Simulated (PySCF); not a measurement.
Gas-phase equilibrium of 1 mol B2O3, 81 mol H2O at 1600 K and 0.00133 bar, among 22 species (BH3, BO, O2, B2H6, O, HO2, B3O3H3, H2O, H, HBO2, H2O2, O3, B2O, H2, (HBO2)3, B(OH)3, BH, BH2, B2O2, B2O3, B, OH). Only gases are allowed; each row takes one source of thermochemistry for all species, and Cantera finds the minimum.

Computed with PySCF (xtb for GFN2) and rigid-rotor harmonic-oscillator thermochemistry at 1 bar. † marks an energy on the PBE0/def2-TZVP geometry and frequencies; other levels use their own. Open shells (unrestricted) among the columns below: O2 (multiplicity 3), OH (multiplicity 2, electronic degeneracy 4); the rest are closed-shell singlets. GFN2 has no spin-polarisation term. Spin-orbit splitting is ignored; it lowers the true energy and changes the entropy of OH. The harmonic model lacks anharmonicity and excited electronic states, which grow with temperature; levels with a mode under 35 cm⁻¹ are left out.

Molecules larger than those listed are left out. Table species left out: BO2, B2, HBO.

With BLYP/def2-TZVP† thermochemistry: H2O 0.92, H2 0.037, O2 0.018, HBO2 0.024, OH 0.0014.

How far does the composition move with the other sources (GFN2-xTB, M06-2X/def2-TZVP†, PBE/def2-SVP, PBE0/def2-TZVP, LDA/def2-TZVP†)?


| thermochemistry | x H2O | x H2 | x O2 | x HBO2 | x OH |
|---|---|---|---|---|---|
| BLYP/def2-TZVP† | 0.92 | 0.037 | 0.018 | 0.024 | 0.0014 |
| GFN2-xTB | 0.98 | 5.6e-5 | 1.0e-5 | 0.024 | 5.0e-6 |
| M06-2X/def2-TZVP† | 0.96 | 0.0090 | 0.0042 | 0.024 | 0.0013 |
| PBE/def2-SVP | 0.89 | 0.058 | 0.029 | 0.024 | 0.00038 |
| PBE0/def2-TZVP | 0.95 | 0.013 | 0.0061 | 0.024 | 0.0017 |
| LDA/def2-TZVP† | 0.97 | 0.0045 | 0.0022 | 0.024 | 1.7e-5 |
The most sensitive of these is O2: it spans a factor of 10^3.4 over these rows; at this temperature one factor of ten is RT ln 10 = 31 kJ/mol.
